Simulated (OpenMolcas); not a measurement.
Pt2+: input and output

Input:

```
&GATEWAY
Coord
1

Pt 0.0 0.0 0.0
Basis=ANO-RCC-VTZP
Group=XYZ
NoMove
AngMom=0.0 0.0 0.0
AMFI
&SEWARD
&RASSCF
FileOrb=start.orb
Symmetry=1
Spin=3
nActEl=8 0 0
Inactive=15 19
Ras2=5 0
CIRoot=10 10 1
SDav=10
CIMx=300
Iter=120 100
PrWF=0.3
OrbListing=Nothing
MaxOrb=0
Atom
>>> COPY $Project.JobIph JOBPRE
&RASSCF
FileOrb=start.orb
Symmetry=1
Spin=3
nActEl=8 0 0
Inactive=15 19
Ras2=10 0
CIRoot=10 10 1
SDav=500
CIMx=300
Iter=120 100
PrWF=0.3
OrbListing=Nothing
MaxOrb=0
Atom
>>> COPY $Project.JobIph JOB001
&RASSCF
FileOrb=start.orb
Symmetry=1
Spin=1
nActEl=8 0 0
Inactive=15 19
Ras2=10 0
CIRoot=15 15 1
SDav=500
CIMx=300
Iter=120 100
PrWF=0.3
OrbListing=Nothing
MaxOrb=0
Atom
>>> COPY $Project.JobIph JOB002
&RASSI
NrOfJobIphs=2 10 15
1 2 3 4 5 6 7 8 9 10
1 2 3 4 5 6 7 8 9 10 11 12 13 14 15
IphNames
JOB001
JOB002
EJob
SpinOrbit
DIPRint=1.0
SOCoupling=1000.0
Subsets=2
MEES
Property=10
'ANGMOM' 1 'ANGMOM' 2 'ANGMOM' 3 'MLTPL  1' 1 'MLTPL  1' 2 'MLTPL  1' 3
'AMFI' 1 'AMFI' 2 'AMFI' 3 'MLTPL  2' 6
SOProperty=3
'ANGMOM' 1 'ANGMOM' 2 'ANGMOM' 3
```

Launched by
```bash
OMP_NUM_THREADS=1 MOLCAS_MEM=1689 MOLCAS_PROJECT=a pymolcas a.inp > a.log  # once for each step of the input, in one work folder
```

A driver script runs the steps one by one and writes start.orb anew before each from the orbitals found so far.

Output, cut to the results:

```
--- SEWARD ---
Basis set label: PT.ANO-RCC...8S7P5D3F1G.

      Electronic valence basis set:
      ------------------
      Associated Effective Charge  78.000000 au
      Associated Actual Charge     78.000000 au
      Nuclear Model: Point charge

      Shell  nPrim  nBasis  Cartesian Spherical Contaminant
         s      24       8        X
         p      21       7        X
         d      15       5                 X
         f      11       3                 X
         g       4       1                 X
                  Relativistic Douglas-Kroll-Hess integrals:
                    - DKH order of Hamiltonian: 2
                    - DKH order of Properties : 0
                  Atomic mean-field integrals
--- RASSCF ---
Wave function specifications:
      -----------------------------

      Number of closed shell electrons          68
      Number of electrons in active shells       8
      Max number of holes in RAS1 space          0
      Max nr of electrons in RAS3 space          0
      Number of inactive orbitals               34
      Number of active orbitals                 10
      Number of secondary orbitals              40
      Spin quantum number                      1.0
      State symmetry                             1
Orbital specifications:
      -----------------------

      Symmetry species                           1   2
                                                ag  au
      Frozen orbitals                            0   0
      Inactive orbitals                         15  19
      Active orbitals                           10   0
      RAS1 orbitals                              0   0
      RAS2 orbitals                             10   0
      RAS3 orbitals                              0   0
      Secondary orbitals                        17  23
      Deleted orbitals                           0   0
      Number of basis functions                 42  42
      Number of CSFs                         20790
      Number of root(s) required                10
      Iter CI   SX   CI       RASSCF       Energy    max ROT     max BLB   max BLB  Level Ln srch  Step   QN
          iter iter root      energy       change     param      element    value   shift minimum  type update
 Nr of preliminary CI iterations:   4
      Total energies have been shifted. Add               -18000.00 au
        1   1    7    0  -395.04654960    0.00E+00  -1.88E-01*  20  33 1 -1.54E-02*  0.00   0.00    SX    NO
        2   3    7    0  -395.05112133   -4.57E-03*  7.60E-02   12  30 2 -4.17E-03*  0.00   0.00    SX    NO
        3   3    7    0  -395.05174908   -6.28E-04*  2.86E-02   12  37 2 -3.07E-03*  0.00   0.00    SX    NO
        4   3    7    0  -395.05184165   -9.26E-05*  1.02E-02   12  37 2  1.81E-03*  0.00   0.00    SX    NO
        5   4    6    0  -395.05185747   -1.58E-05*  6.72E-03   12  37 2 -1.19E-03*  0.00   1.02    QN   YES
        6   3    6    0  -395.05186093   -3.46E-06*  1.53E-04   19  25 2  1.85E-04*  0.00   1.01    QN   YES
        7   3    5    0  -395.05186100   -7.11E-08* -6.79E-05   19  25 2  7.55E-05   0.00   1.16    QN   YES
        8   3    4    0  -395.05186101   -1.16E-08*  1.11E-05   12  37 2  1.19E-05   0.00   1.03    QN   YES
        9   1    4    0  -395.05186101   -5.75E-10  -2.50E-05   19  25 2  1.19E-05   0.00   1.28    QN   YES
      Convergence after  9 iterations
       10   1    4    0  -395.05186100    1.24E-08* -2.50E-05   19  25 2 -1.06E-04*  0.00   1.28    QN   YES
      Natural orbitals and occupation numbers for root  1
      sym 1:   1.995399   1.113026   1.113054   1.880469   1.880435   0.002303   0.004523   0.002326   0.004219   0.004246
      Natural orbitals and occupation numbers for root  2
      sym 1:   1.995355   1.430525   1.563064   1.562970   1.430432   0.004553   0.003071   0.003406   0.003479   0.003144
      Natural orbitals and occupation numbers for root  3
      sym 1:   1.234643   1.995368   1.234594   1.758849   1.758908   0.002641   0.004544   0.002601   0.003949   0.003904
::    RASSCF root number  1 Total energy: -18395.06918506
::    RASSCF root number  2 Total energy: -18395.06918506
::    RASSCF root number  3 Total energy: -18395.06918505
::    RASSCF root number  4 Total energy: -18395.06918505
::    RASSCF root number  5 Total energy: -18395.06918505
::    RASSCF root number  6 Total energy: -18395.06918505
::    RASSCF root number  7 Total energy: -18395.06918505
::    RASSCF root number  8 Total energy: -18395.01143822
...
--- RASSI ---
SPIN-FREE ENERGIES:
  (Shifted by EMIN (a.u.) =     -18395.0691850568)

 SF State       Relative EMIN(au)   Rel lowest level(eV)    D:o, cm**(-1)      L_eff

     1             0.0000000000        0.0000000000              0.0000         3.0
     2             0.0000000012        0.0000000323              0.0003         3.0
     3             0.0000000027        0.0000000731              0.0006         3.0
     4             0.0000000039        0.0000001050              0.0008         3.0
     5             0.0000000046        0.0000001245              0.0010         3.0
     6             0.0000000055        0.0000001501              0.0012         3.0
     7             0.0000000066        0.0000001792              0.0014         3.0
    11             0.0513981332        1.3986144547          11280.5863         2.0
    12             0.0513981332        1.3986144547          11280.5863         2.0
    13             0.0513981337        1.3986144690          11280.5865         2.0
    14             0.0513981337        1.3986144690          11280.5865         2.0
    15             0.0513981337        1.3986144690          11280.5865         2.0
     8             0.0577468405        1.5713715822          12673.9665         1.0
     9             0.0577468430        1.5713716506          12673.9671         1.0
    10             0.0577468475        1.5713717727          12673.9681         1.0
    16             0.0781543048        2.1266869739          17152.8872         4.0
    17             0.0781543048        2.1266869739          17152.8872         4.0
    18             0.0781543054        2.1266869902          17152.8874         4.0
    19             0.0781543054        2.1266869902          17152.8874         4.0
    20             0.0781543054        2.1266869902          17152.8874         4.0
    21             0.0781543065        2.1266870196          17152.8876         4.0
...
```

Levels above the lowest, from the spin-orbit matrix, grouped by J:

```csv
Configuration,Term,J,E (cm⁻¹),Measured (cm⁻¹),g,Term weight %,Second
5d⁸,³F,4,0.0,0.0,1.242,97,3 ¹G
5d⁸,¹D,2,8286,,0.999,46,33 ³F
5d⁸,³F,3,9874,9752,1.084,100,
5d⁸,³P,2,17362,,1.116,54,46 ³F
5d⁸,³P,0,20393,14939,,87,13 ¹S
5d⁸,³P,1,22595,16782,1.501,100,
5d⁸,¹G,4,25622,21331,1.008,97,3 ³F
5d⁸,¹D,2,27883,,1.052,54,25 ³P
5d⁸,¹S,0,54771,,,87,13 ³P
```

Against the 4 measured excited levels shown (NIST levels as listed in McCann et al., Mon. Not. R. Astron. Soc. 538, 537 (2025)) the mean absolute deviation is 3900 cm-1; the largest miss in energy is 5d⁸ ³P₁: computed 22595, measured 16782 cm⁻¹ (+34.6 %).

Without dynamic correlation excited terms often stand tens of per cent too high (terms of higher spin than the ground term too low), and those without a measured partner can miss by more than the paired ones. Active for correlation alone: 6d; no level in the range computed is led by a configuration that fills it, so any true level of that kind is missing. Computed and measured levels are paired by configuration, term and J; levels that our copy of the source lacks, or whose pairing is in doubt (as where it misses far off the trend of its configuration), stay unpaired and out of the deviations. Levels of configurations outside the active space are missing. The first state left out of the spin-orbit step lies near 240000 cm-1 above the lowest spin-free state of the reference (among the parities and spins computed), and the list stops at four fifths of that energy or lower.

The RASSCF and RASSI steps took 74 s on 1 thread of Arm Neoverse V1 (shared host); the integral step is not counted.

The term weight is that of the spin-free term in the level, not the purity of its configuration.
